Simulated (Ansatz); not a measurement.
This geometry of C$_{4}$H$_{10}$OSi (16 atoms, charge 0, multiplicity 1) is a first-order saddle point.

Level of theory: RKS PBE0/cc-pVDZ in Ansatz.

```xyz
16
Properties=species:S:1:pos:R:3
C 0.121 -2.089 -0.729
C -0.667 -1.027 -0.547
C -0.246 0.364 -0.171
C 1.183 0.700 -0.564
O -1.183 1.276 -0.779
Si -0.531 0.616 1.723
H -0.305 -3.066 -0.969
H 1.209 -2.036 -0.640
H -1.753 -1.133 -0.648
H 1.910 0.046 -0.060
H 1.431 1.737 -0.288
H 1.318 0.578 -1.653
H -0.671 1.924 -1.278
H -0.242 2.050 2.060
H 0.365 -0.272 2.539
H -1.960 0.309 2.050
```

Task: Which two structures does it join? (They come from a converged band through this point; their orientation in space is the band's.)

Result: No bond is made or broken. The dihedral C4–C3–O5–H13 goes from -60 to 68°.

Image 0:

```xyz
16
Properties=species:S:1:pos:R:3
C 0.105 -2.110 -0.694
C -0.660 -1.023 -0.577
C -0.212 0.366 -0.235
C 1.236 0.656 -0.606
O -1.104 1.242 -0.938
Si -0.540 0.617 1.654
H -0.340 -3.084 -0.909
H 1.191 -2.079 -0.572
H -1.746 -1.105 -0.707
H 1.937 -0.006 -0.076
H 1.506 1.693 -0.344
H 1.377 0.524 -1.690
H -0.870 2.147 -0.692
H -0.396 2.088 1.945
H 0.432 -0.147 2.503
H -1.940 0.199 1.983
```

Image 10:

```xyz
16
Properties=species:S:1:pos:R:3
C 0.077 -2.008 -0.838
C -0.676 -0.956 -0.504
C -0.202 0.417 -0.125
C 1.254 0.693 -0.475
O -1.060 1.401 -0.714
Si -0.514 0.663 1.764
H -0.380 -2.969 -1.082
H 1.168 -1.959 -0.872
H -1.768 -1.061 -0.485
H 1.946 0.036 0.074
H 1.506 1.736 -0.234
H 1.428 0.538 -1.554
H -1.025 1.266 -1.672
H -0.218 2.085 2.134
H 0.384 -0.251 2.544
H -1.943 0.348 2.084
```

Task: How far does it lie above each of them?

Result: 5.8 kJ/mol above the first and 9.3 kJ/mol above the second. This is the barrier of this one path; another mechanism may lie lower.

The run took 9.2 min on 2 threads of Intel(R) Xeon(R) Platinum 8259CL CPU @ 2.50GHz (Skylake/Cascade Lake), on a shared host, peak memory 0.44 GiB.
